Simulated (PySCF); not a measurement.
**Radial density of F²⁺ (fluorine, charge +2)**

UHF, [He] 2s2 2p3, high-spin 4S determinant. Computed with PySCF 2.14 in aug-cc-pVDZ (4s3p2d, 23 functions), with the non-relativistic Hamiltonian (point nucleus).

```csv
r (bohr),4πr²ρ (e/bohr),4πr²(ρα − ρβ)
0.00373,0.07369,0.0001
0.00628,0.2001,0.0003
0.0106,0.5223,0.0008
0.0178,1.301,0.0021
0.0299,2.960,0.0054
0.0503,5.832,0.0151
0.0846,8.984,0.0526
0.142,9.323,0.2348
0.239,5.598,0.8967
0.402,3.868,2.2793
0.677,5.476,3.2594
1.14,3.185,1.7792
1.92,0.3803,0.1897
3.22,0.006753,0.0055
5.42,0.0001749,0.0002
```
